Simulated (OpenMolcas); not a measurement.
Systems:
- [Fe(H2O)6]3+, a model complex in vacuum: octahedral, Fe–H2O 2.04 Å; shape imposed, not necessarily the one it adopts

Coordinates (Å) for ANO-RCC-VDZP:

```xyz
19

Fe     0.0000     0.0000     0.0000
O      2.0410     0.0000     0.0000
H      2.6248     0.7747     0.0000
H      2.6248    -0.7747     0.0000
O     -2.0410     0.0000     0.0000
H     -2.6248     0.7747     0.0000
H     -2.6248    -0.7747     0.0000
O      0.0000     2.0410     0.0000
H      0.0000     2.6248     0.7747
H      0.0000     2.6248    -0.7747
O      0.0000    -2.0410     0.0000
H      0.0000    -2.6248     0.7747
H      0.0000    -2.6248    -0.7747
O      0.0000     0.0000     2.0410
H      0.7747     0.0000     2.6248
H     -0.7747     0.0000     2.6248
O      0.0000     0.0000    -2.0410
H      0.7747     0.0000    -2.6248
H     -0.7747     0.0000    -2.6248
```

Method: state-averaged CASSCF on the open d shell, ANO basis sets as named, scalar-relativistic DKH2, RICD, in OpenMolcas. State energies are spin-free and vertical. Orbital splittings and repulsion parameters are fits to the integrals of the highest spin's CASSCF orbitals. Times are rough, from shared cores.

```
case                                                   ground state  first state of another spin (cm⁻¹)  d-orbital splitting (cm⁻¹)  Racah B (cm⁻¹)  basis functions  relative time
-------------------------------------------  ----------------------  ----------------------------------  --------------------------  --------------  ---------------  -------------
ANO-RCC-VDZP                                 sextet (⁶A₁ parentage)       quartet (⁴T₁ parentage) 27510                       10180            1233              178              2
ANO-RCC-VTZP on Fe and ANO-RCC-VDZ on O, H   sextet (⁶A₁ parentage)       quartet (⁴T₁ parentage) 28160                        9950            1244              137              1
ANO-RCC-VTZP on Fe and ANO-RCC-VDZP on O, H  sextet (⁶A₁ parentage)       quartet (⁴T₁ parentage) 27870                       10090            1240              203              3
ANO-RCC-VQZP on Fe and ANO-RCC-VDZP on O, H  sextet (⁶A₁ parentage)       quartet (⁴T₁ parentage) 28090                       10050            1245              239              5
```

No ligand orbital and no second metal shell is active in the minimal space. The geometry is a model, so the numbers describe that model and not a measured compound. CASSCF on this space leaves out dynamic correlation.
